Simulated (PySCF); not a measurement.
# Orbital energies, ionisation energy and electron affinity

Species: C4H5ClO2S2Si.
Numbering: `[O:1]=[S:2](=[O:3])([Cl:4])[c:5]1[cH:6][cH:7][c:8]([SiH3:9])[s:10]1` (hydrogens: H11 on C6; H12 on C7; H13, H14, H15 on Si9)

Structure used (PBE0-D3(BJ)/def2-SVP), in Å, numbered top down from 1:
```xyz
15
C4H5ClO2S2Si angstrom
O     -7.9475   -0.7602   -3.2745
S     -7.2286    0.4697   -3.5127
O     -7.5085    1.6982   -2.8066
Cl    -7.4555    0.8937   -5.5490
C     -5.5163    0.1550   -3.4345
C     -4.9225   -1.0782   -3.5571
C     -3.5144   -0.9733   -3.4661
C     -3.0665    0.3243   -3.2865
Si    -1.2823    0.8913   -3.1270
S     -4.3840    1.4285   -3.2208
H     -5.4883   -1.9996   -3.6977
H     -2.8408   -1.8301   -3.5238
H     -1.1062    1.6821   -1.8747
H     -0.4399   -0.3377   -3.0909
H     -0.9059    1.7409   -4.2941
```

Level: PBE0/def2-SVPD (PySCF). Frontier orbitals with their largest atomic shares (Löwdin; up to four atoms above 4 %):

```
orbital  ε (eV)                           main atoms
 HOMO−3   -9.76   Cl4 43 %, O1 18 %, O3 13 %, S2 7 %
 HOMO−2   -9.21           Cl4 57 %, O1 21 %, O3 20 %
 HOMO−1   -8.38   S10 43 %, C6 20 %, C7 16 %, C5 9 %
   HOMO   -8.04                                    ?
   LUMO   -2.67  Cl4 20 %, S2 14 %, C8 12 %, C5 12 %
 LUMO+1   -1.50  Cl4 24 %, S2 17 %, C5 11 %, S10 9 %
 LUMO+2   -0.44   S10 40 %, Si9 19 %, C5 9 %, C8 8 %
```

Q: What vertical ionisation energy does ΔSCF give, and how far is −ε(HOMO) from it?

A: ΔSCF: 9.62 eV (928 kJ/mol; threshold wavelength 129 nm); ⟨S²⟩ of the doublet left behind is 0.766, against 0.75 for a pure doublet. −ε(HOMO) is 8.04 eV, 1.58 eV below it. For the exact functional −ε(HOMO) would equal the first vertical ionisation energy; PBE0 (global hybrid, 25 % exact exchange) falls short of its own ΔSCF value by 16 %. Holes in the HOMO−1 and HOMO−2 were tried too where these lie within 1.2 eV of the HOMO; the lowest converged state counts.

Q: On which atoms does the HOMO lie?

A: C5 (substituted aromatic carbon) 25 %, C8 (substituted aromatic carbon) 24 %, C7 (aromatic CH carbon) 15 %, Cl4 (chlorine bonded to S) 9 %, so no atom holds as much as 40 %. The HOMO−1 lies 0.34 eV lower.

Q: And the vertical electron affinity, the fundamental gap, Mulliken's electronegativity and the hardness (with the factor ½)?

A: EA = 1.14 eV by ΔSCF (−ε(LUMO) = 2.67 eV). IE − EA = 8.48 eV against an orbital gap of 5.37 eV; (IE + EA)/2 = 5.38 eV; (IE − EA)/2 = 4.24 eV. Parr's electrophilicity index (IE + EA)²/[8(IE − EA)] is 1.71 eV.

Q: The lowest singlet excitation (vertical TDDFT, same level) lies at 4.54 eV. How far is it below IE − EA?

A: IE − EA = 8.48 eV, so by 3.94 eV.

Q: What kinetic energy would electrons from this vertical process carry with Lyman-α light (10.199 eV)?

A: 10.20 − 9.62 = 0.58 eV.

Q: What total energies stand behind the ΔSCF value?

A: E(N) = -1850.31776 Eh and E(N − 1) = -1849.96435 Eh at the same geometry, 0.35341 Eh apart. With one more electron, E(N + 1) = -1850.35963 Eh.

One conformer (not necessarily the lowest) at the PBE0-D3(BJ)/def2-SVP geometry, without solvent, vibrations or thermal averaging.
